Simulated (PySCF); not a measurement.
Assigning NMR signals

Atom-mapped SMILES (the numbers label the heavy atoms): `[SiH3:1][c:2]1[cH:3][cH:4][cH:5][cH:6][cH:7]1`. Hydrogens are named by the atom that carries them.

Calculated, not measured (PySCF): geometry from PBE0-D3(BJ)/def2-TZVP, GIAO B97-2/pcSseg-2 shieldings. One conformer, averaged over atoms made equivalent by symmetry, fast rotation or ring inversion, in vacuum, relativity neglected.

Scale: TMS for $^{13}$C (185.38 ppm) and $^{1}$H (31.64 ppm) (reference shieldings calculated alike).

Task: Assign these signals to the numbered atoms. $^{13}$C{$^{1}$H} NMR (computed): δ 143.2, 136.6, 135.8, 134.7.

Result: 
143.2 → C3/C7, aromatic CH
136.6 → C5, aromatic CH: the aromatic region
135.8 → C2, substituted aromatic carbon
134.7 → C4/C6, aromatic CH: the aromatic region

C5 and C2; C2 and C4/C6 lie closer than the usual error of such a calculation, so a measured spectrum could show them in the other order.

Task: Assign these signals to the numbered atoms. $^{1}$H NMR (400 MHz, computed): δ 7.94 (d, 2H), 7.68 (m, 1H), 7.64 (m, 2H), 4.65 (s, 3H).

Result: 
| δ (ppm) | atoms | environment | reason |
| --- | --- | --- | --- |
| 7.94 | H(C3)/H(C7) | hydrogen on an aromatic CH | it sits in the deshielding region of the aromatic ring current |
| 7.68 | H(C5) | hydrogen on an aromatic CH | – |
| 7.64 | H(C4)/H(C6) | hydrogen on an aromatic CH | – |
| 4.65 | H(Si1) | hydrogen on a silicon bonded to C | – |

H(C5) and H(C4)/H(C6) lie closer than the usual error of such a calculation, so a measured spectrum could show them in the other order.

Shifts are as computed. Against solution values, carbons near 30 ppm lie about +3 ppm off and those near 130 ppm about +7 ppm. Of 1211 compounds with measured shifts, 218 miss one by over three times the rms of a fit or turn the order of signals round; such compounds aren't used in these exercises. Multiplicities follow the n + 1 count of equivalent neighbours, as no J values were calculated; m marks all less simple cases, F and P coupling included.
